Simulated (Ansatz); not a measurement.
CH₄GeTe, SMILES `[CH2]1[GeH2][Te]1`, relaxed with RKS PBE-D4/def2-SVP in Ansatz 0.2.0 from a rough embedded geometry. The force threshold is 0.03 eV/Å; the program also tests the step.

The species carries charge 0 and has multiplicity 1. Te takes the def2 core potential.

Start:

```xyz
7

C     0.796   -0.339    0.291
Ge   -0.903    0.147   -0.367
Te    0.875    1.782    0.735
H     0.743   -0.942    1.189
H     1.542   -0.576   -0.514
H    -0.984    0.245   -1.917
H    -2.069   -0.318    0.582
```

| step | energy (eV) | largest force (eV/Å) | largest move (Å) |
| --- | --- | --- | --- |
| 1 | -64894.8161 | 1.387 | 0.000 |
| 2 | -64895.0194 | 0.892 | 0.195 |
| 3 | -64895.0722 | 0.274 | 0.074 |
| 4 | -64895.0769 | 0.105 | 0.030 |
| 5 | -64895.0772 | 0.057 | 0.017 |
| 6 | -64895.0777 | 0.009 | 0.011 |

End:

```xyz
7

C     0.851   -0.402    0.288
Ge   -0.890    0.184   -0.351
Te    0.756    1.814    0.714
H     0.898   -1.002    1.212
H     1.627   -0.651   -0.455
H    -1.110    0.279   -1.876
H    -2.133   -0.222    0.468
```

It took 12 s on 2 threads of an Arm Neoverse V1 on a shared host, with 0.14 GiB of host memory at the peak.
